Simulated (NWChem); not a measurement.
# Correlation energy of H₂B

```
B
H 1 1.2050
H 1 1.2050 2 129.14
```
Charge 0, spin multiplicity 2.

The numbers come from NWChem runs, not from measurements. All single points use one geometry, from UPBE0/def2-SVP, a minimum by its harmonic frequencies.

Basis set: 6-31G*. Each correlation energy counts from its own Hartree-Fock reference.

The correlated methods keep 1 core orbital frozen. The Pople sets run with spherical d functions. The structure started from a generated list of species. The unpaired electrons of the parent sit in orbitals of symmetry a1 (C2v labels of the run); other states weren't searched. No SCF solution was tested for a lower state. Open-shell Hartree-Fock references start from PBE0 orbitals. Coupled-cluster values serve here as a point of comparison, not as the truth.

Problem. One of these methods gave a correlation energy of -71.9 mHa. Which?
(A) UMP2
(B) CCSD(T) on UHF
(C) SCS-UMP2

Solution. B, CCSD(T) on UHF. The others give -54.4 (UMP2), -59.4 (SCS-UMP2).
